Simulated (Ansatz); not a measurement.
Species: sum formula H₃SiO₃, charge 0, multiplicity 2. It need not be the lowest isomer of its formula. 
Structure (B3LYP-D3(BJ)/def2-TZVP (Ansatz, an electronic-structure program) minimum search):
SMILES: [O][SiH](O)O
```xyz
7

O     -0.6455     1.3335    -0.7219
Si    -0.0450     0.1448     0.2714
O      1.5193    -0.0804    -0.1559
O     -0.8702    -1.2691     0.2661
H     -0.2473     0.7375     1.6065
H      1.9211    -0.9282     0.0511
H     -1.0718    -1.7078    -0.5643
```
Charge 0, spin multiplicity 2.

Total electronic energies in hartree. Correlated levels leave the core frozen unless marked. Open shells are spin-unrestricted. No spin-orbit coupling. Non-relativistic. CBS marks a two-point X^-3 extrapolation of the correlation energy; Hartree-Fock from the larger set. The bracket is a focal-point correction in the basis named.

```
level                                                                 program  energy (Eh)
-------------------------------------------------------------  --------------  -----------
HF/cc-pV(T+d)Z                                                         Ansatz   -515.48258
PBE-D4/def2-TZVPD                                              Ansatz + dftd4   -516.75836
BLYP-D3(BJ)/def2-TZVPD                                         Ansatz + dftd3   -517.12073
PBE0-D4/def2-TZVP                                              Ansatz + dftd4   -516.78267
PBE0/def2-TZVPD                                                        Ansatz   -516.78220
BHLYP/def2-TZVPD                                                       Ansatz   -517.04734
HSE06-D3(BJ)/def2-TZVPD                                        Ansatz + dftd3   -516.76836
CAM-B3LYP/def2-TZVPD                                                   Ansatz   -517.08822
LC-wPBE-D4/def2-TZVPD                                          Ansatz + dftd4   -516.92685
wB97M-V/def2-TZVPD                                                     Ansatz   -517.06337
B2GP-PLYP-D3(BJ)/def2-TZVPD                                    Ansatz + dftd3   -516.80752
B2GP-PLYP-D4/def2-TZVPD                                        Ansatz + dftd4   -516.80643
B2PLYP/def2-TZVPD                                                      Ansatz   -516.88495
SCS-MP2/6-31G*                                                         Ansatz   -515.88461
SCS-MP2/cc-pVTZ                                                        Ansatz   -516.24661
SCS-MP2/cc-pV(Q+d)Z                                                    Ansatz   -516.34964
CCSD/cc-pVTZ                                                           Ansatz   -516.28219
CCSD/aug-cc-pV(Q+d)Z                                                   Ansatz   -516.38143
CCSD(T)/STO-3G                                                         Ansatz   -509.03493
RI-MP2/CBS(cc-pV(T+d)Z,cc-pV(Q+d)Z)+[CCSD(T)-MP2]/cc-pV(D+d)Z          Ansatz    -516.4468
RI-MP2/CBS(cc-pV(T+d)Z,cc-pV(Q+d)Z)+[CCSD(T)-MP2]/cc-pV(T+d)Z          Ansatz    -516.4547
CCSD(T)/CBS(aug-cc-pV(T+d)Z,aug-cc-pV(Q+d)Z)                           Ansatz    -516.4514
CCSD(T)/CBS(cc-pV(T+d)Z,cc-pV(Q+d)Z)                                   Ansatz    -516.4506
```

Totals of different functionals don't rank their quality; only differences between species are comparable.
